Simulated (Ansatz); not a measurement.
System: sum formula SiNH$_{5}$ (charge 0, singlet). 
Coordinates optimised at B3LYP-D3(BJ)/def2-TZVP (Ansatz, an electronic-structure program):
SMILES: N[SiH3]
```xyz
7

Si    -0.5698    -0.0218     0.0815
N      1.1270     0.0592    -0.2111
H     -1.1332     1.3310    -0.1334
H     -1.1511    -0.9874    -0.8795
H     -0.9726    -0.4582     1.4471
H      1.6789     0.7924     0.2058
H      1.6667    -0.7871    -0.3025
```
Charge 0, spin multiplicity 1.

Basis-set convergence of Hartree-Fock and CCSD(T) correlation energies (hartree) with Ansatz. Correlated levels leave the core frozen unless marked. No spin-orbit coupling. Non-relativistic.

```json
[
 {"basis": "aug-cc-pV(D+d)Z", "functions": "100", "E(HF)": "-346.32425", "E(corr, CCSD(T))": "-0.34253"},
 {"basis": "aug-cc-pV(T+d)Z", "functions": "216", "E(HF)": "-346.35512", "E(corr, CCSD(T))": "-0.40236"},
 {"basis": "aug-cc-pV(Q+d)Z", "functions": "399", "E(HF)": "-346.36235", "E(corr, CCSD(T))": "-0.42037"}
]
```

Extrapolating the two largest sets (X = 3 and 4) as X^-3: E(corr) = (64·(-0.42037) - 27·(-0.40236))/37 = -0.4335 Eh, an estimate of the basis-set limit. The largest set recovers 97.0 % of it, the smallest 79.0 %.
